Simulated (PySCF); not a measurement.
Si(CCH)(Cl)2(H) (C₂H₂Cl₂Si), SMILES [SiH](Cl)(Cl)C#C.

Geometry: B3LYP-D3(BJ)/def2-SVP.

Calculation: PySCF 2.14.0 with TDA-PBE0/def2-SVPD.

Vertical excitations. Isolated molecule, no solvent. State labels are in the subgroup Cs.

Computed excitation energies, oscillator strengths and character:
| state | symmetry | energy (eV) | λ (nm) | f | main pairs |
|---|---|---|---|---|---|
| S1 | A" | 5.84 | 212 | 0.000 | HOMO−1→LUMO 53 %, HOMO→LUMO+1 40 % |
| S2 | A' | 6.05 | 205 | 0.001 | HOMO→LUMO 49 %, HOMO−1→LUMO+1 46 % |
| S3 | A" | 6.05 | 205 | 0.001 | HOMO→LUMO+1 52 %, HOMO−1→LUMO 43 % |
| S4 | A' | 7.06 | 176 | 0.003 | HOMO−2→LUMO+1 95 % |
| S5 | A" | 7.07 | 175 | 0.001 | HOMO−2→LUMO 95 % |
| S6 | A' | 7.22 | 172 | 0.028 | HOMO−3→LUMO 90 % |
| S7 | A" | 7.29 | 170 | 0.025 | HOMO−3→LUMO+1 78 % |
| S8 | A" | 7.46 | 166 | 0.001 | HOMO−4→LUMO+1 85 % |
| S9 | A' | 7.48 | 166 | 0.071 | HOMO−4→LUMO 81 % |
| S10 | A' | 7.72 | 161 | 0.040 | HOMO−5→LUMO+1 80 % |
| T1 | A' | 4.67 | 265 | 0 | HOMO→LUMO 45 %, HOMO−1→LUMO+1 37 % |
| T2 | A" | 5.15 | 241 | 0 | HOMO−1→LUMO 47 %, HOMO→LUMO+1 40 % |
| T3 | A' | 5.15 | 241 | 0 | HOMO−1→LUMO+1 49 %, HOMO→LUMO 38 % |
| T4 | A" | 5.83 | 213 | 0 | HOMO→LUMO+1 47 %, HOMO−1→LUMO 46 % |
Triplets are in the Tamm–Dancoff approximation.
